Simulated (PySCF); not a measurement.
A PySCF script (with the pyscf-properties extension) for the NMR shieldings of SMILES CC#C[SiH2][SiH2]NB(C)C, C5H14BNSi2, on a GFN2-xTB geometry:

```python
import basis_set_exchange as bse
import numpy as np
from pyscf import gto, dft
from pyscf.prop import nmr

atoms = """
C     4.922918    2.100757   -0.135707
C     3.775903    1.236651    0.041576
C     2.820662    0.516038    0.190229
Si    1.341426   -0.565003    0.429902
Si   -0.071327   -0.429869   -1.394471
N    -1.688251   -0.002574   -0.878742
B    -2.542128   -0.607645    0.051934
C    -2.106378   -1.938694    0.798165
C    -3.932982    0.082011    0.400123
H     4.741872    2.801511   -0.950993
H     5.109815    2.663480    0.779089
H     5.806006    1.506235   -0.369914
H     0.737474   -0.129400    1.701925
H     1.870507   -1.922975    0.654036
H    -0.162156   -1.677726   -2.173587
H     0.262037    0.637939   -2.352445
H    -2.048100    0.834471   -1.313520
H    -1.827815   -1.718609    1.828339
H    -1.258382   -2.438204    0.334050
H    -2.923125   -2.656345    0.852113
H    -4.326795    0.685672   -0.416093
H    -4.701303   -0.633538    0.683294
H    -3.804631    0.751903    1.250776
"""
names = dict.fromkeys(["C", "Si", "N", "B", "H"], "pcSseg-1")
basis = {el: gto.basis.parse(bse.get_basis(n, elements=[el], fmt="nwchem")) for el, n in names.items()}
mol = gto.M(atom=atoms, basis=basis, charge=0, verbose=0)
mf = dft.RKS(mol, xc="PBE0")
mf.grids.level = 2
mf.grids.alignment = dft.numint.BLKSIZE   # the property module wants whole blocks of grid points
mf.conv_tol = 1e-9
mf.kernel()

calc = nmr.RKS(mf)   # GIAO
C = mf.mo_coeff
Co = C[:, mf.mo_occ > 0]
resp = mf.gen_response(singlet=True, hermi=2)
def vind(x):   # induced exchange potential for any number of trial vectors
    d = np.einsum("pi,xij,qj->xpq", C, 2 * x.reshape(-1, C.shape[1], Co.shape[1]), Co, optimize=True)
    return np.einsum("xpq,pi,qj->xij", resp(d - d.transpose(0, 2, 1)), C, Co, optimize=True).ravel()
mo1, _ = nmr.rhf.solve_mo1(calc, with_cphf=vind)
sigma = calc.kernel(mo1)
for i, s in enumerate(sigma):   # ppm
    print("%2d %-2s %9.2f" % (i, mol.atom_pure_symbol(i), np.trace(s) / 3))
```

Q: Give the expected output.

A: 
```
 0 C     180.52
 1 C      70.93
 2 C     108.34
 3 Si    448.47
 4 Si    401.51
 5 N     168.42
 6 B      49.92
 7 C     180.49
 8 C     177.79
 9 H      29.66
10 H      29.64
11 H      29.66
12 H      27.40
13 H      27.20
14 H      26.51
15 H      26.78
16 H      28.13
17 H      31.39
18 H      31.67
19 H      31.17
20 H      31.64
21 H      31.20
22 H      31.28
```

These numbers come from an equivalent density-fitted implementation of the same equations, which agrees with the script to about 0.01 ppm for H and up to a few tenths of a ppm for heavy atoms, so last digits may differ.

Size and cost of the density-fitted run: 237 basis functions, 64 s wall time on 1 thread of an Arm Neoverse V2, shared host; peak memory 1.1 GiB.
